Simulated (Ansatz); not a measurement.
Species: sum formula SiI$_{2}$F, charge 0, multiplicity 2. It need not be the lowest isomer of its formula. SMILES: F[Si](I)I
Geometry: optimised at B3LYP-D3(BJ)/def2-TZVP (Ansatz, an electronic-structure program).

Parts of the frozen-core correlation energy in STO-3G (Ansatz, hartree). Frozen orbitals: 52; correlated occupied orbitals by spin: 13 and 12; virtual: 3 and 4. UHF or UKS for open shells. No spin-orbit coupling. Past Kr the def2 sets carry scalar-relativistic core potentials. STO-3G rows are all-electron and non-relativistic.

```csv
term,value
reference (HF),-14085.10361
MP2 opposite-spin,-0.04262
MP2 same-spin,-0.01049
CCSD correlation,-0.06560
(T),-0.00433
T1 diagnostic,0.014
largest doubles amplitude,0.043
<S^2> of the reference,0.757
```
